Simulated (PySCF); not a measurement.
# Working out the ionisation energy of Ne(2+)

Ne(2+) [He] 2s2 2p4 (3P) → Ne(3+) [He] 2s2 2p3 (4S). All numbers are calculated (PySCF 2.14, no relativity, point nucleus, in aug-cc-pVDZ). Frozen: 1s2. Energies in hartree (1 hartree = 27.21139 eV):

```json
{"part": "UHF", "Ne(2+) (lower)": "-126.321875", "Ne(3+) (upper)": "-124.054083"}
{"part": "MP2 opposite-spin", "Ne(2+) (lower)": "-0.074464", "Ne(3+) (upper)": "-0.053187"}
{"part": "MP2 same-spin", "Ne(2+) (lower)": "-0.023173", "Ne(3+) (upper)": "-0.016683"}
```

Task: What does Hartree-Fock give?

Result: (-124.054083) − (-126.321875) = 2.267792 hartree = 61.710 eV.

Task: What do MP2 and SCS-MP2 (6/5 opposite-spin, 1/3 same-spin) give?

Result: The opposite-spin parts differ by 0.579 eV and the same-spin parts by 0.177 eV. MP2: 61.710 + (0.579) + (0.177) = 62.466 eV. SCS-MP2: 61.710 + 1.2 × (0.579) + (0.177)/3 = 62.464 eV.

A first-order spin-orbit estimate adds 0.036 eV to MP2 (valence), giving 62.502 eV against 63.423 eV (measured; NIST Atomic Spectra Database, ionization energies).

A double-zeta basis recovers only part of the correlation energy.

What remains against the reference includes basis incompleteness, the frozen core and correlation beyond second order.
